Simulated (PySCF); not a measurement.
C3H12GaN, SMILES [CH3][Ga]([CH3])([CH3])<-[NH3] (connectivity only; charge and spin as stated), neutral, multiplicity 1. Atoms are numbered in the order given.

```xyz
17

Ga     0.0000     0.0000     0.2094
C     -1.7081     0.9862     0.5044
H     -1.6864     2.0039     0.0799
H     -1.9022     1.0982     1.5841
H     -2.5786     0.4585     0.0799
C      1.7081     0.9862     0.5044
H      1.6864     2.0039     0.0799
H      2.5786     0.4585     0.0799
H      1.9022     1.0982     1.5841
C      0.0000    -1.9723     0.5044
H      0.0000    -2.1965     1.5841
H      0.8923    -2.4624     0.0799
H     -0.8923    -2.4624     0.0799
N      0.0000     0.0000    -1.9698
H      0.8233    -0.4754    -2.3381
H      0.0000     0.9507    -2.3381
H     -0.8233    -0.4754    -2.3381
```
Charge 0, spin multiplicity 1.

Geometry: PBE0-D3(BJ)/def2-SVP. The isomer is the one that the SMILES or the coordinates give; other isomers of the formula were not compared. One conformer was computed; it need not be the lowest.

Method: C-PCM-ωB97X/def2-SVP in PySCF.

The values are the electrostatic part of the solvation free energy, E(continuum) − E(gas) at the gas-phase geometry, in a cavity of scaled van der Waals radii (PySCF's table); cavitation and dispersion terms are not included. A continuum can't describe solvent molecules that bind to the metal. In vacuum the orbital gap is 11.70 eV. The dipole moment in vacuum is 4.68 D.

```tsv
solvent	ε	ΔG(elec) (kcal/mol)	dipole (D)	gap (eV)
water	78.36	-8.5	5.76	12.47
n-hexane	1.88	?	?	?
tetrahydrofuran	7.43	-7.3	5.59	12.42
```

Problem. Complete the blanks. (Estimate from the structure and the level; the computed values follow.)

Solution. 
- n-hexane, ΔG(elec) (kcal/mol): -3.7
- n-hexane, dipole (D): 5.12
- n-hexane, gap (eV): 12.13
